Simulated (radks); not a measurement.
Values are calculated unless marked as measured or tabulated.
Question: These are the eigenvalues of the occupied orbitals of an atom or ion with whole-number occupations (eV). Code: a radial shooting solver on a logarithmic mesh with Libxc functionals. Model: scalar-relativistic Kohn-Sham, BLYP, spin-polarised, spherical densities, finite nucleus; Fermi nuclear charge, rms radius of each element as measured or else 0.836 A^(1/3) + 0.57 fm.

orbital  eigenvalue
1s up     -3637.235
1s down   -3630.215
2s up     -703.4223
2s down   -689.5846
2p up     -654.4764

Which element is it, and in what charge state? The configuration may be excited. Open shells, if any, are filled with parallel spins first.

Answer: Z = 18, argon, charge +12: Ar12+ in [He] 2s2 2p2. The list shows which subshells hold electrons but not how many an open one holds; the 1s level, -133.67 hartree, gives Z - s = 16.4 by -(Z - s)^2/2, which with screening and relativity narrows Z to a few neighbours, and the depths of the outer levels then fix element, charge and occupations together.
